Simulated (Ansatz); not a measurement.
Mulliken charges of CH4BIO2 (`OB(O)CI`) from ωB97M-V/def2-TZVPP in Ansatz (PBE0-D4/def2-TZVP geometry).

```
atom   x (Å)   y (Å)   z (Å)  charge (e)
  O1  -1.062   0.420   1.075      -0.281
  B2   0.066   0.177   0.346       0.260
  O3   1.240   0.860   0.474      -0.281
  C4   0.012  -0.984  -0.709      -0.339
  I5  -0.636  -0.096  -2.558      -0.045
  H6  -1.019   1.163   1.680       0.165
  H7   1.234   1.594   1.092       0.165
  H8  -0.725  -1.752  -0.488       0.178
  H9   0.979  -1.428  -0.930       0.178
```

Q: By hand: the dipole of these point charges (1 e Å = 4.8032 D).

A: Σ q r = (0.072, -0.087, 0.215) e Å, of length 0.243 e Å = 1.17 D.

Q: How does the dipole of the full density compare? (Best estimate.)

A: The calculation gave: (0.111, 0.264, 0.619) e Å, 3.28 D; the point charges give 0.36 times that, at 45° from its direction.

Point charges leave out the atoms' own dipoles, such as those of lone pairs, and Mulliken's split depends on the basis, so the two needn't agree.
